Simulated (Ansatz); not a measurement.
Gas-phase electronic energies from Ansatz, PBE0-D4/def2-TZVP geometries. CBS: MP2 limit from def2 TZ/QZ plus the TZ coupled-cluster correction, frozen cores. This one scheme is used for every species. Functionals use def2-TZVPP. For Br outer-core shells are correlated without core-valence functions, which leaves a few kJ/mol of doubt a bond. Scalar relativity is left out up to krypton.

`BrC1B[SiH2]1` + CH₄ → `CC1B[SiH2]1` + HBr  (formal exchange of groups at a C–Br bond)

`BrC1B[SiH2]1`:

Cartesian coordinates in Å:
```
Br 1.284 2.083 1.001
C 0.786 0.403 0.233
B 0.260 0.220 -1.130
Si -0.862 -0.834 -0.006
H 1.207 -0.391 0.849
H 0.076 0.978 -2.022
H -2.290 -0.490 0.220
H -0.460 -1.969 0.854
```

CH₄:

Cartesian coordinates in Å:
```
C 0.000 0.000 0.000
H -0.585 0.748 0.535
H 0.984 -0.089 0.460
H 0.112 0.303 -1.041
H -0.511 -0.961 0.046
```

`CC1B[SiH2]1`:

Cartesian coordinates in Å:
```
C -0.136 1.380 0.758
C -0.446 0.130 -0.023
B -0.039 -0.147 -1.422
Si 0.362 -1.736 -0.470
H -1.023 2.020 0.816
H 0.169 1.153 1.783
H 0.661 1.957 0.286
H -1.220 -0.477 0.461
H 0.520 0.535 -2.219
H -0.601 -2.626 0.217
H 1.753 -2.189 -0.188
```

HBr:

```xyz
2

Br   -0.558   -0.384    0.215
H     0.558    0.384   -0.215
```

```csv
level,ΔE (kJ/mol)
LDA (SPW92),-9.0
revPBE,3.1
PBE0,-5.1
r2SCANh,-2.3
CAM-B3LYP,-6.4
MP2/def2-SVP,-18.4
HF/def2-QZVPP,-8.7
HF/CBS(def2),-8.8
```

**Question.** What does CCSD(T)/CBS give? (Estimate.)

**Answer.** Ansatz gave: -4.9 kJ/mol. The listed levels differ from it by -4.1, 8.0, -0.2, 2.6, -1.5, -13.5, -3.8, -3.9 kJ/mol.

Largest T1 diagnostic among the species: 0.013.

From r2SCAN to r2SCAN0 (25 % exact exchange), in def2-TZVPP and without D4, ΔE moves by −4.4 kJ/mol. Leaving LDA and LC-ωPBE aside and taking each functional with its dispersion term where it has one, the values, not all of them listed here, spread over 12.4 kJ/mol, from ωB97X-V to BLYP-D4. LDA lies −9.5 kJ/mol from PBE without D4.
